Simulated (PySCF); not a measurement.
C₄H₅, multiplicity 2. Atoms are numbered in the order given.

```xyz
9

C      1.9057     0.1142     0.5201
C      0.5095     0.0297     0.1309
C     -0.6927    -0.0416    -0.1902
C     -2.0163    -0.1204    -0.5464
H      2.4643    -0.8067     0.2470
H      2.0150     0.2472     1.6198
H      2.4155     0.9744     0.0357
H     -2.5859     0.7805    -0.8266
H     -2.5459    -1.0867    -0.5622
```
Charge 0, spin multiplicity 2.

Coordinates come from a PBE-D3(BJ)/def2-SVP optimisation.

Computed with PBE-D3(BJ)/def2-SVP (PySCF 2.14.0).

Frequencies are harmonic and unscaled.

A small imaginary wavenumber (i) marks a very flat motion, where grid noise or a shallow saddle decides the sign.

| mode | ν (cm⁻¹) | IR (km/mol) | moving atoms (share of kinetic energy) |
|---|---|---|---|
| 1 | 6i | 0.0 | H 100 % |
| 2 | 176 | 7.7 | C 74 %, H 26 % |
| 3 | 201 | 8.4 | C 67 %, H 33 % |
| 4 | 368 | 0.1 | C 79 %, H 21 % |
| 5 | 422 | 0.7 | C 87 %, H 13 % |
| 6 | 646 | 47.9 | H 70 %, C 30 % |
| 7 | 777 | 0.2 | C 79 %, H 21 % |
| 8 | 966 | 0.2 | H 66 %, C 34 % |
| 9 | 967 | 5.0 | H 71 %, C 29 % |
| 10 | 989 | 3.2 | H 70 %, C 30 % |
| 11 | 1254 | 0.6 | H 52 %, C 48 % |
| 12 | 1340 | 2.9 | H 75 %, C 25 % |
| 13 | 1384 | 7.8 | H 96 % |
| 14 | 1385 | 8.1 | H 97 % |
| 15 | 1410 | 0.3 | H 50 %, C 50 % |
| 16 | 2115 | 12.8 | C 100 % |
| 17 | 2939 | 28.3 | H 97 % |
| 18 | 3012 | 5.0 | H 91 %, C 9 % |
| 19 | 3032 | 4.2 | H 91 %, C 9 % |
| 20 | 3067 | 5.0 | H 95 % |
| 21 | 3163 | 0.9 | H 89 %, C 11 % |
